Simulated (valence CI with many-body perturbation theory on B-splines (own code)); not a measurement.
## Eu³⁰⁺: what each term of the Hamiltonian does

Computed by relativistic CI+MBPT: five valence electrons over a frozen Dirac-Fock core [Ar] 3d10, radial functions for each j: 9 s, 9 p, 8 d, 6 f, 3 g, 1 h, with the one-electron correlation potential Σ1, the two-electron term Σ2, the three-electron term Σ3, Breit, model QED; selected CI, second order for the rest (own B-spline code, finite nucleus).

The last digits are not significant, and no measured levels were compared; by estimate large intervals hold to a few tenths of a per cent, small ones and those within an open d or f shell to about a per cent. Among the levels kept, up to 250 cm⁻¹ of a level comes from second order outside the variational space, and about a tenth of that is noise between levels of different J, which matters for small intervals.

Each rung adds one term. CI alone is the Dirac-Coulomb CI over the frozen core; QED comes last and gives the full result, which names the levels. Energies are above (4s^2 4p1/2^2 4p3/2) J=3/2 on the same rung, in cm⁻¹.

Levels are named by their leading jj configuration (3d3/2^4 stands for four electrons in 3d with j = 3/2), which in mixed levels can hold well under half, so a name can repeat and another be missing. Letters in brackets count levels of one name in rising energy.

| Level | CI alone |
| --- | --- |
| (4s^2 4p1/2 4p3/2^2) J=3/2 | 282536 |
| (4s^2 4p1/2 4p3/2^2) J=5/2 | 317570 |
| (4s^2 4p1/2 4p3/2^2) J=1/2 | 361298 |
| (4s^2 4p3/2^3) J=3/2 | 649204 |
| (4s 4p1/2^2 4p3/2^2) J=5/2 | 844498 |
| (4s^2 4p1/2^2 4d3/2) J=3/2 | 905955 |
| (4s 4p1/2^2 4p3/2^2) J=1/2 | 948945 |
| (4s 4p1/2^2 4p3/2^2) J=3/2 | 990459 |
| (4s^2 4p1/2^2 4d5/2) J=5/2 | 1050450 |
| (4s 4p1/2 4p3/2^3) J=3/2 [a] | 1150380 |
| (4s 4p1/2 4p3/2^3) J=5/2 | 1189910 |
| (4s^2 4p1/2 4p3/2 4d3/2) J=3/2 [a] | 1203440 |
| (4s^2 4p1/2 4p3/2 4d3/2) J=1/2 [a] | 1204890 |
| (4s^2 4p1/2 4p3/2 4d3/2) J=5/2 | 1224620 |
| (4s^2 4p1/2 4p3/2 4d3/2) J=7/2 | 1247810 |
| (4s 4p1/2 4p3/2^3) J=1/2 | 1281520 |

Problem. What do these energies become with core correlation, Breit and QED?

Solution. (4s^2 4p1/2 4p3/2^2) J=3/2 282019 (-517); (4s^2 4p1/2 4p3/2^2) J=5/2 316184 (-1386); (4s^2 4p1/2 4p3/2^2) J=1/2 359303 (-1995); (4s^2 4p3/2^3) J=3/2 646630 (-2574); (4s 4p1/2^2 4p3/2^2) J=5/2 843031 (-1468); (4s^2 4p1/2^2 4d3/2) J=3/2 902671 (-3283); (4s 4p1/2^2 4p3/2^2) J=1/2 944771 (-4174); (4s 4p1/2^2 4p3/2^2) J=3/2 984068 (-6391); (4s^2 4p1/2^2 4d5/2) J=5/2 1042950 (-7496); (4s 4p1/2 4p3/2^3) J=3/2 [a] 1147820 (-2554); (4s 4p1/2 4p3/2^3) J=5/2 1186250 (-3659); (4s^2 4p1/2 4p3/2 4d3/2) J=3/2 [a] 1199020 (-4414); (4s^2 4p1/2 4p3/2 4d3/2) J=1/2 [a] 1200370 (-4522); (4s^2 4p1/2 4p3/2 4d3/2) J=5/2 1219560 (-5058); (4s^2 4p1/2 4p3/2 4d3/2) J=7/2 1242170 (-5644); (4s 4p1/2 4p3/2^3) J=1/2 1273630 (-7891).

Problem. How does the ionisation energy move along the ladder, and which term matters most?

Solution. CI alone 1167.8, + Σ1 1169.2, + Σ2 1169.4, + Σ3 1169.1, + Breit 1168.4, + QED 1168.4 eV. The largest step is Σ1, 1.4 eV. NIST lists 1167 ± 4 eV (theoretical).
